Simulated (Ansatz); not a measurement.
PBE exchange is replaced step by step with exact exchange (0 % is PBE, 25 % PBE0; no dispersion term), basis def2-TZVP, Ansatz. System: TaOCl3 (TaCl₃O). Charge 0, multiplicity 1. Geometry: PBE-D4/def2-SVP.

Geometry of the singlet:

```
atom   x (Å)   y (Å)   z (Å)
 Ta1   0.047  -0.019  -0.014
  O2   1.587  -0.635  -0.481
 Cl3   0.307   2.249   0.295
 Cl4  -0.535  -1.097   1.936
 Cl5  -1.406  -0.498  -1.736
```

In the def2 sets Ta takes a core potential; there is no spin–orbit coupling.

| exact exchange (%) | HOMO (eV) | LUMO (eV) | gap (eV) |
| --- | --- | --- | --- |
| 0 | -8.28 | -3.65 | 4.63 |
| 5 | -8.58 | -3.51 | 5.06 |
| 10 | -8.87 | -3.37 | 5.50 |
| 15 | -9.16 | -3.23 | 5.93 |
| 25 | -9.75 | -2.93 | 6.82 |
| 50 | -11.23 | -2.16 | 9.08 |

**Question.** Fit a straight line to the column «gap (eV)» against the share of exact exchange and predict its value at 35 %.

**Answer.** With x = exact exchange (%) and y = gap (eV): mean x = 17.5, mean y = 6.17; Σ(x − x̄)(y − ȳ) = 145.9, Σ(x − x̄)² = 1638; slope b = 0.08907, intercept a = ȳ − b·x̄ = 4.611. The residuals of the fitted rows reach 0.02. At x = 35 the line gives 4.611 + (0.08907 × 35) = 7.73; the run gave 7.71, 0.02 less than the line.
